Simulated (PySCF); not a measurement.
SMILES c1coc(Cc2cccs2)c1 (C9H8OS), singlet, GFN2-xTB optimised geometry.

```
19

C     -0.35    -1.61     0.00
C      1.01    -1.61     0.00
O      1.49    -0.35     0.00
C      0.42     0.47     0.00
C      0.67     1.95    -0.05
C      0.67     2.41    -1.48
C      1.72     2.47    -2.34
C      1.35     2.89    -3.64
C      0.02     3.13    -3.74
S     -0.81     2.85    -2.26
C     -0.73    -0.25     0.00
H     -0.99    -2.47     0.00
H      1.73    -2.41     0.00
H      1.64     2.16     0.40
H     -0.12     2.47     0.51
H      2.73     2.23    -2.06
H      2.04     3.01    -4.45
H     -0.54     3.46    -4.60
H     -1.73     0.14     0.00
```

Density from CAM-B3LYP/def2-SVP run with PySCF at that geometry.

Minimum of the electron density along straight lines between bonded atoms, close to the bond critical point (lines longer than 1.1 times the sum of covalent radii, or with two minima, are not listed):

| bond | length / Å | ρ at the minimum / e bohr⁻³ | ∇²ρ there / e bohr⁻⁵ | position (fraction from the first atom) |
|---|---|---|---|---|
| C1–C2 | 1.359 | 0.329 | -0.85 | 0.48 |
| C2–O3 | 1.345 | 0.288 | 0.06 | 0.33 |
| O3–C4 | 1.349 | 0.287 | 0.00 | 0.67 |
| C4–C5 | 1.496 | 0.260 | -0.63 | 0.52 |
| C5–C6 | 1.497 | 0.257 | -0.61 | 0.49 |
| C6–C7 | 1.359 | 0.326 | -0.83 | 0.51 |
| C7–C8 | 1.414 | 0.297 | -0.75 | 0.50 |
| C8–C9 | 1.355 | 0.327 | -0.84 | 0.49 |
| C6–S10 | 1.733 | 0.213 | -0.45 | 0.47 |
| C9–S10 | 1.720 | 0.217 | -0.48 | 0.47 |
| C1–C11 | 1.417 | 0.293 | -0.71 | 0.50 |
| C4–C11 | 1.363 | 0.327 | -0.84 | 0.52 |
| C1–H12 | 1.071 | 0.286 | -1.12 | 0.64 |
| C2–H13 | 1.072 | 0.291 | -1.18 | 0.65 |
| C5–H14 | 1.092 | 0.277 | -1.04 | 0.64 |
| C5–H15 | 1.091 | 0.278 | -1.04 | 0.63 |
| C7–H16 | 1.076 | 0.284 | -1.10 | 0.64 |
| C8–H17 | 1.075 | 0.284 | -1.10 | 0.64 |
| C9–H18 | 1.072 | 0.286 | -1.13 | 0.65 |
| C11–H19 | 1.071 | 0.285 | -1.11 | 0.64 |
